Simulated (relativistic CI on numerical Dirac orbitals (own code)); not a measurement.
Cu2+ in a cubic cluster: 1s photoemission with charge transfer

Computed with a charge-transfer multiplet model of a cubic metal-ligand cluster with up to one ligand hole, Slater and spin-orbit integrals from Dirac-Coulomb-Breit ions, Slater integrals scaled by 0.8. The ground state mixes d9 with configurations of k ligand holes L, whose averages lie at kΔ + k(k − 1)U_dd/2; a core hole lowers each added d electron by U_cd. 20 K, Lorentzian 1.1 eV and Gaussian 0.6 eV FWHM.

Atomic integrals in eV (Slater integrals scaled, ζ unscaled), ground: F2dd 11.066, F4dd 6.905, zeta_d 0.099; with the core hole: F2dd 11.066, F4dd 6.905, zeta_d 0.136, G2cd 0.070.

Cluster parameters (eV): Δ = 0.8, U_dd = 7.5, U_cd = 9.1, 10Dq(ligand) = 1.6, V(eg) = 1.3, V(t2g) = -0.71, final-state hopping factor = 1.

```
          Case   n_d    d9  d10L     S
10Dq = -0.7 eV  9.60  0.40  0.60  0.50
10Dq = -0.4 eV  9.57  0.43  0.57  0.50
10Dq = -0.1 eV  9.54  0.46  0.54  0.50
 10Dq = 0.2 eV  9.50  0.50  0.50  0.50
 10Dq = 1.1 eV  9.40  0.60  0.40  0.50
```

Weights, n_d and S are thermal averages at 20 K. Binding energies count from the first peak over 30 % of the highest in each spectrum, which can be another peak from case to case. The parameters are a model scan and need not match a compound or its usual spin state. A negative ionic 10Dq is a model choice; hopping adds the covalent part of the field. Peaks in eV (height, largest 100):
- 10Dq = -0.7 eV: 0.0 (100), 10.0 (36)
- 10Dq = -0.4 eV: 0.0 (100), 9.8 (41)
- 10Dq = -0.1 eV: 0.0 (100), 9.6 (47)
- 10Dq = 0.2 eV: 0.0 (100), 9.4 (55)
- 10Dq = 1.1 eV: 0.0 (100), 9.0 (82)

Curve for 10Dq = 0.2 eV (points under 2 left out, the grid thinned):

(E (eV), Intensity): (-3.6, 2.9), (-3.2, 3.6), (-2.9, 4.4), (-2.5, 5.9), (-2.1, 8.2), (-1.7, 12.4), (-1.4, 17.9), (-1.0, 32.3), (-0.6, 61.7), (-0.3, 89.3), (0.1, 96.8), (0.5, 63.3), (0.8, 39.2), (1.2, 21.2), (1.6, 12.9), (2.0, 8.6), (2.3, 6.7), (2.7, 5.1), (3.1, 4.0), (3.4, 3.5), (3.8, 3.0), (4.2, 2.7), (4.6, 2.5), (4.9, 2.4), (5.3, 2.4), (5.7, 2.5), (6.0, 2.6), (6.4, 3.0), (6.8, 3.6), (7.1, 4.3), (7.5, 5.8), (7.9, 8.7), (8.3, 14.7), (8.6, 23.3), (9.0, 41.9), (9.4, 54.6), (9.7, 48.5), (10.1, 29.8), (10.5, 16.0), (10.8, 10.4), (11.2, 6.5), (11.6, 4.4), (12.0, 3.2), (12.3, 2.6), (12.7, 2.1)

For the case 10Dq = 0.2 eV, Δ = 0.8 eV is smaller than U_dd = 7.5 eV, the charge-transfer side of the Zaanen-Sawatzky-Allen scheme. With the core hole the average of the configuration with one ligand hole lies at Δ − U_cd = -8.3 eV before mixing: it lies below the unscreened one, so the lowest final states are mostly screened and the unscreened weight appears at higher binding energy as a satellite.
